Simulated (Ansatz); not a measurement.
Consider the ligand exchange at a Ge–O bond: `F[SiH2][O][GeH2][Cl]` + HBr → `[Cl][GeH2][Br]` + `O[SiH2]F`.

Gas-phase electronic energies from Ansatz, PBE0-D4/def2-TZVP geometries. CCSD(T)/CBS adds triple-zeta CCSD(T) − MP2 to the extrapolated MP2 energy (def2 sets, frozen cores). Functionals use def2-TZVPP. For Br, Ge outer-core shells are correlated without core-valence functions, which leaves a few kJ/mol of doubt a bond. Scalar relativity is left out up to krypton. One conformer a species, not always the lowest.

| level | ΔE (eV) |
| --- | --- |
| r2SCANh | -0.37 |
| MP2/def2-TZVPP | -0.31 |
| SCS-MP2/def2-TZVPP | -0.27 |
| MP2/def2-QZVPP | -0.33 |

(1) What does CCSD(T)/CBS give? (Best estimate.)

Largest T1 diagnostic among the species: 0.011.

## Answers

(1) Ansatz gave: -0.31 eV. The listed levels differ from it by -0.06, 0.00, 0.04, -0.02 eV.

The D4 term adds +0.05 eV with B3LYP and +0.03 eV with PBE0; it sums over pairs of atoms, weighted by their polarisabilities, and B3LYP, whose exchange is more repulsive, gets the larger term. Leaving LDA and LC-ωPBE aside and taking each functional with its dispersion term where it has one, the values, not all of them listed here, spread over 0.14 eV, from HSE06-D4 to CAM-B3LYP-D4. LDA lies +0.06 eV from PBE without D4. At CCSD(T), def2-SVP lies +0.17 eV from the extrapolated value and def2-TZVPP +0.05 eV.

B3LYP here is the variant with VWN-RPA as its local correlation; programs differ in this.
